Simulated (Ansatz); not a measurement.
`[SiH3][GeH2][Cl]` + `[SiH3]S[SiH2]S` → `[SiH3]S[SiH2]S[SiH3]` + `[Cl][GeH3]`  (cleavage of the Si–Ge bond)

Program: Ansatz. Geometries: PBE0-D4/def2-TZVP. ΔE: electronic, gas phase. CBS: MP2 limit from def2 TZ/QZ plus the TZ coupled-cluster correction, frozen cores. DFT in def2-TZVPP. For Ge outer-core shells are correlated without core-valence functions, which leaves a few kJ/mol of doubt a bond. Scalar relativity is left out up to krypton. Each species was taken in one conformer, which may not be the lowest.

`[SiH3][GeH2][Cl]`:

Z-matrix (Å, degrees):
```
Si
Ge 1 2.380
H 1 1.484 2 108.9
H 1 1.487 2 109.5 3 119.9
H 1 1.484 2 108.9 3 -120.1
Cl 2 2.169 1 106.5 3 60.1
H 2 1.537 1 114.0 3 176.6
H 2 1.537 1 114.0 3 -56.5
```

`[SiH3]S[SiH2]S`:

Cartesian coordinates in Å:
```
Si -0.674 -1.139 1.111
S -0.609 -1.267 -1.022
Si 0.215 0.666 -1.395
S 2.027 1.094 -0.347
H -1.739 -2.065 1.565
H 0.622 -1.525 1.719
H -1.005 0.253 1.521
H 0.542 0.680 -2.838
H -0.775 1.713 -1.045
H 1.396 1.592 0.729
```

`[SiH3]S[SiH2]S[SiH3]`:

Cartesian coordinates in Å:
```
Si 2.033 -0.970 -0.194
S 1.373 0.674 1.016
Si -0.521 -0.127 1.573
S -1.681 -0.746 -0.104
Si -1.567 1.084 -1.217
H 1.627 -2.254 0.432
H 3.512 -0.867 -0.242
H 1.481 -0.883 -1.566
H -1.192 0.959 2.326
H -0.370 -1.343 2.408
H -2.731 1.072 -2.136
H -0.312 1.158 -2.002
H -1.653 2.244 -0.294
```

`[Cl][GeH3]`:

```xyz
5

Cl    1.994   -0.020   -0.033
Ge   -0.161    0.002    0.003
H    -0.626    0.650   -1.305
H    -0.583    0.823    1.225
H    -0.624   -1.454    0.110
```

CCSD(T)/CBS gives -0.53 eV.

(1) Another level gave -0.51 eV. Which?
A. CCSD(T)/def2-TZVPP
B. PBE/def2-TZVPP
C. PBE0/def2-TZVPP
D. MP2/def2-TZVPP

Largest T1 diagnostic among the species: 0.012.

Answers

(1) A. CCSD(T)/def2-TZVPP -0.51, MP2/def2-TZVPP -0.61, PBE -0.39, PBE0 -0.44 eV.

From PBE to PBE0 (25 % exact exchange), in def2-TZVPP and without D4, ΔE moves by −0.05 eV. The D4 term adds −0.11 eV with B3LYP and −0.06 eV with PBE0; it sums over pairs of atoms, weighted by their polarisabilities, and B3LYP, whose exchange is more repulsive, gets the larger term.

B3LYP here is the variant with VWN-RPA as its local correlation; programs differ in this.
